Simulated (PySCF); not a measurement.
# LiZn⁻: one state, many levels of theory

State: ¹Σ⁺ (singlet), closed shell. Set-up: PySCF, no relativity, basis sets Li def2-SVPD, Zn def2-SVPD. De refers to Li⁻ + Zn in their ground configurations, without counterpoise correction. A positive dipole points towards Zn; it is taken about the centre of mass and depends on that origin. Levels whose curve was spin-contaminated or gave no clean fit are not listed.

```
  Level  Re (Å)  ωe (cm⁻¹)  De (eV)  μ (D)  CPU s a point (SCF and correlation, without the integrals)
RHF-MP2   3.747       63.3      n/a    n/a                                                       0.068
    LDA   3.042        157    0.447  10.41                                                        0.31
    PBE   3.189        133    0.329  11.13                                                        0.52
   PW91   3.173        136    0.347  11.05                                                        0.39
 r²SCAN   3.166        141      n/a  10.85                                                        0.75
  B3LYP   3.319        109    0.214  11.34                                                        0.57
   PBE0   3.347        112    0.256  11.61                                                        0.85
  ωB97X   3.686       80.6      n/a  13.19                                                        0.55
```

(1) What does a quarter of exact exchange do here, going from PBE to PBE0?

(2) What does the gradient correction do here, going from LDA to PBE?

Correlated steps freeze 5 core orbitals. Closed-shell solutions of metal pairs were not tested for spin polarisation, which can lower them a little. The bond is weak. Basis-set superposition, not corrected here, can be much of De in a small basis, most of all at correlated wavefunction levels. For an ion De counts to the pair picked by the measured ionisation energies or electron affinities, which need not be the lowest pair at this level. The highest Kohn–Sham level is positive in this anion. Much of that is self-interaction error, but it also means that the finite basis helps to hold the extra electron.

The whole job (state search and all levels along the bond) took about 1.9 min on 1 thread of Arm Neoverse V2 (shared host), peak memory 0.58 GiB.

## Answers

(1) PBE0 less PBE: +15.8 pm in Re, -15.8 % in ωe, -0.07 eV in De. Exact exchange removes part of the self-interaction that spreads semilocal densities, and in most molecules shortens and stiffens the bond and lowers De; here Re and ωe go the other way.

(2) PBE less LDA: +14.7 pm in Re, -15.3 % in ωe, -0.12 eV in De. The gradient correction favours the more uneven density of free atoms, so it tends to lengthen bonds and takes away much of the overbinding of LDA; so it does here.
